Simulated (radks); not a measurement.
Problem. Successive ionisation energies (eV) of one element, from differences of total energies of ions in their ground configurations, starting at charge 0: 7.309, 14.158, 30.692, 41.402, 76.804, 95.710, 115.50, 136.07, 157.33, 185.82, 209.26, 233.35, 258.03. All-electron calculation, scalar-relativistic Kohn-Sham, PBE, spin-polarised, spherical densities, finite nucleus; open shells are filled with parallel spins first (spin-orbit coupling, left out, can overturn this in heavy ions); Fermi nuclear charge, rms radius 4.6519 fm. Program: a radial shooting solver on a logarithmic mesh with Libxc functionals. Which element is it?

Solution. Tin (Z = 50). The first species listed is Sn in [Kr] 4d10 5s2 5p2, the last Sn12+ in [Kr] 4d2.
